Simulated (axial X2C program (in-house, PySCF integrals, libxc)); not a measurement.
# Spin–orbit effects down a group: molecules with Br (ions), PBE0

Calculated with an in-house all-electron X2C program for linear molecules (integrals from PySCF), spin-free (one-electron X2C) or two-component (2c: spin–orbit coupling with atomic mean-field Coulomb and Gaunt terms, which also bring small scalar terms), in Dyall basis sets with cores contracted in-house; open shells are unrestricted.

Basis sets: Br dyall-cv3z, Cl dyall-av3z, F dyall-av3z, I dyall-cv3z.

| molecule | spin-free state | Re (Å) | ωe (cm⁻¹) | De (eV) | 2c state | Re 2c (Å) | ωe 2c (cm⁻¹) | De 2c (eV) |
| --- | --- | --- | --- | --- | --- | --- | --- | --- |
| BrF⁺ | M_S = 1/2, Λ = 1 | 1.671 | 816.1 | 2.70 | Ω = 3/2 | 1.673 | 811.6 | 2.74 |
| BrCl⁺ | M_S = 1/2, Λ = 1 | 2.046 | 527.1 | 3.32 | Ω = 3/2 | 2.048 | 524.7 | 3.32 |
| IBr⁺ | M_S = 1/2, Λ = 1 | 2.377 | 318.9 | 2.85 | Ω = 3/2 | 2.386 | 312.3 | 2.67 |

Fragments in 2c: Br+ + F, Br+ + Cl, I+ + Br. Each entry is the lowest single determinant of a limited PBE0 search at one distance. De goes to single-determinant-based atoms at the same level (for ions the charge split of lowest energy) and is withheld (n/a) where an atom does not fit its ground term or J level. Main or longest-lived isotopes. Some light 2c atoms are not at their ground J level, so De misses part of their lowering (0.04 eV or less). The functionals have no current term, which raises determinants with orbital currents.
